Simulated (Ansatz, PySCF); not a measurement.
Gas-phase reaction R1 → P1 + P2, each structure at its B3LYP-D3(BJ)/def2-TZVP stationary point, reached from a drawn start (curvature not checked).
R1: CH3Cl (SMILES CCl), charge 0, multiplicity 1.
P1: CH3 (SMILES [CH3]), charge 0, multiplicity 2.
P2: Cl atom, charge 0, multiplicity 2.

P less R. No zero-point or thermal terms; singlets are restricted closed shells; open shells are unrestricted; no spin–orbit coupling.

Correlated levels freeze the cores. CBS(a, b) extrapolates the correlation energy as X⁻³ and adds the Hartree–Fock energy of set b.

Codes used: Ansatz (Gaussian orbitals); PySCF for M06-2X. All values are computed, each at the level named.

Question: Predict the reaction energy from CCSD(T)/cc-pV(T+d)Z.

Answer: 84.0 kcal/mol

Question: What reaction energy does M06-2X/def2-TZVPP give?

Answer: 88.7 kcal/mol

Question: What reaction energy does CCSD(T)/CBS(cc-pV(T+d)Z, cc-pV(Q+d)Z) give?

Answer: 88.2 kcal/mol

Ansatz is a first-principles code.
